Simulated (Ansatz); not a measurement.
Geometry optimisation, RKS LDA/def2-SVP (Ansatz).

Input:

```yaml
crystal:
  periodic: [false, false, false]
  atoms:
    - { symbol: W, position_ang: [0.0, 0.0, 0.0] }
    - { symbol: O, position_ang: [0.0, 0.0, 2.29] }
    - { symbol: H, position_ang: [-0.9095, -0.2814, 2.6271] }
    - { symbol: F, position_ang: [1.85, 0.0, 0.0] }
    - { symbol: H, position_ang: [0.0, 1.72, 0.0] }
    - { symbol: H, position_ang: [-1.72, 0.0, 0.0] }
    - { symbol: H, position_ang: [0.0, -1.72, 0.0] }
    - { symbol: H, position_ang: [0.0, 0.0, -1.72] }
    - { symbol: H, position_ang: [1.3275, 1.3829, 0.637] }
    - { symbol: H, position_ang: [1.0111, 1.0533, 1.625] }
basis:
  gaussian: { orbitals: def2-SVP }
hamiltonian:
  xc: lda
relax:
  f_tol: 0.15
  max_steps: 25
  restrain:
    - { distance: [0, 8], at: 1.72, k: 30.0 }
    - { distance: [9, 1], at: 1.01, k: 30.0 }
    - { distance: [0, 1], at: 3.14, k: 30.0 }
    - { distance: [9, 8], at: 1.86, k: 30.0 }
output:
  orbitals: {}
```

Run as:

```bash
$ ansatz run input.yaml --threads 2 --pin off --max-ram 3072MiB --backend cpu --events-out ev --progress --plain --runs-dir out
```

Where does it end, and by what steps?

The run converged. The restraints hold the end off the free minimum; the threshold counts their pulls, which the force column leaves out. Restrained pairs: W1–H9 (2.02 → 1.70 Å), O2–H10 (1.60 → 0.99 Å), W1–O2 (2.29 → 3.12 Å), H9–H10 (1.09 → 1.86 Å). After 13 steps the energy has fallen by 5.880 eV (the restraints' own energy left out); H5 moved furthest, 1.03 Å.

```
step  energy less start (eV)  largest force component (eV/Å)  accepted
   0                  0.0000                           7.612       yes
   1                  0.4799                           5.045       yes
   2                 -0.0999                           3.672       yes
   3                 -1.6549                           3.876       yes
   4                 -3.0616                           4.981       yes
   5                 -4.2093                           3.364       yes
   6                 -4.8162                           2.418       yes
   7                 -4.9668                           2.632       yes
   8                 -5.2606                           1.628       yes
   9                 -5.5706                           0.965       yes
  10                 -5.7381                           1.150       yes
  11                 -5.8626                           0.745       yes
  12                 -5.8755                           0.948       yes
  13                 -5.8798                           0.767       yes
```

```xyz
10
Properties=species:S:1:pos:R:3
W 0.360 -0.008 -0.396
O 0.470 -0.128 2.722
H -0.470 -0.399 2.662
F 2.148 -0.298 -0.028
H -0.315 1.438 -0.941
H -0.984 0.449 0.541
H -0.731 -1.230 0.082
H 0.190 0.153 -2.085
H 0.460 1.392 0.570
H 0.431 0.786 2.332
```

The run took 8.4 s on 2 threads of AMD EPYC 9R45 (Zen 5), with other jobs on the host, peak memory 0.14 GiB.
